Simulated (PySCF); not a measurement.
## Relaxation of singlet SbCl₅

These are results of B3LYP in PySCF with Sb def2-SVP with ECP28, Cl def2-SVP; scalar-relativistic core potentials, no spin–orbit coupling; density-fitted integrals, not measurements. A (50,194) grid was used.

A hand-made trigonal bipyramidal start, of D3h symmetry, held to at least that symmetry:

Coordinates in bohr (charge 0 multiplicity 1):
```
Sb    0.0000    0.0000    0.0000
Cl    0.0000    0.0000    4.5164
Cl    0.0000    0.0000   -4.5164
Cl    4.5164    0.0000    0.0000
Cl   -2.2582    3.9114    0.0000
Cl   -2.2582   -3.9114    0.0000
```

Optimiser trace:
```tsv
step	E − E(last) (kJ/mol)	largest gradient (Eh/bohr)
0	1.37	0.00673
1	0.13	0.00214
2	0.00	0.00011
3	0.00	0.00003
```

It ends at D3h with Sb–Cl 2.363 Å (×3), Sb–Cl 2.391 Å (×2); Cl–Sb–Cl 90.0° (×6), Cl–Sb–Cl 120.0° (×3), Cl–Sb–Cl 180.0°. The frequency run here used a shortcut that can spoil soft modes, so no verdict on minimum or saddle point is given.

The relaxation took about 60 core-seconds on a shared host.
